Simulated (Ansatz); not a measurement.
Z-matrix (Å, degrees):
```
C
C 1 1.4192
C 2 1.3808 1 120.88
H 2 1.0899 3 120.07 1 -180.00
H 3 1.0924 2 119.79 4 0.00
C 3 1.4153 5 119.62 2 180.00
C 6 1.3788 3 120.23 5 -180.00
H 7 1.0910 6 122.12 3 179.99
H 6 1.0925 7 120.07 8 -0.01
C 7 1.4190 8 117.55 6 180.00
N 10 1.3643 7 118.19 8 0.01
C 11 1.2916 10 118.34 7 -179.98
F 12 1.3357 11 117.45 10 179.98
C 12 1.4162 11 125.21 10 -0.02
C 14 1.3897 12 119.13 11 0.02
H 14 1.0911 15 121.60 1 180.00
B 15 1.5506 14 117.85 16 -0.03
H 17 1.2031 15 122.78 14 -179.93
H 17 1.2054 18 118.80 4 179.92
```
Charge 0, multiplicity 1.

Method: frozen-core CCSD(T)/cc-pVDZ // B3LYP-D3(BJ)/def2-SVP run with Ansatz (a program for electronic structure). The restricted HF reference is unstable towards unrestricted orbitals.

```yaml
HF energy: -523.49504 Ha
MP2 correlation energy: -1.57862 Ha
```

**Question.** Estimate the CCSD correlation energy, the (T) correction, the total energy and the T1 diagnostic.

**Answer.** 
- CCSD correlation energy: -1.62898 Ha
- (T) correction: -0.07229 Ha
- CCSD(T) total energy: -525.19631 Ha
- T1 diagnostic: 0.012
